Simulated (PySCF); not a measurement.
Gas-phase reaction: SnCl3 + 3 F → SnF3 + 3 Cl

Method: PySCF energies plus ideal-gas RRHO corrections (1 bar). † marks an energy on the PBE0/def2-TZVP geometry and frequencies; other levels use their own. CCSD(T) freezes the core. Open shells (unrestricted): SnCl3 (multiplicity 2), F (multiplicity 2), SnF3 (multiplicity 2), Cl (multiplicity 2). Spin-orbit splitting is ignored; it lowers the true energy and changes the entropy of F, Cl. B3LYP is the form with VWN-RPA correlation. Sn: scalar-relativistic def2 core potential, no spin-orbit coupling. SnCl3, SnF3: computed as isolated molecules; such fragments, hydroxides, amides, oligomers or adducts are transient or little studied in the gas. CCSD(T) isn't extrapolated to the basis-set limit.

PBE0/def2-TZVP gives ΔH°(298 K) = -265 kJ.

Problem. What do B3LYP/def2-TZVP†, CCSD(T)/def2-SVP†, ωB97M-V/def2-TZVP† give?

Solution. B3LYP/def2-TZVP†: -316 kJ; CCSD(T)/def2-SVP†: -277 kJ; ωB97M-V/def2-TZVP†: -285 kJ. For scale, ΔH°(298 K) is -265 kJ at this level, -285 kJ at ωB97M-V/def2-TZVP†, and runs from -391 to -127 kJ over the 16 levels computed († marks an energy on the PBE0/def2-TZVP geometry).
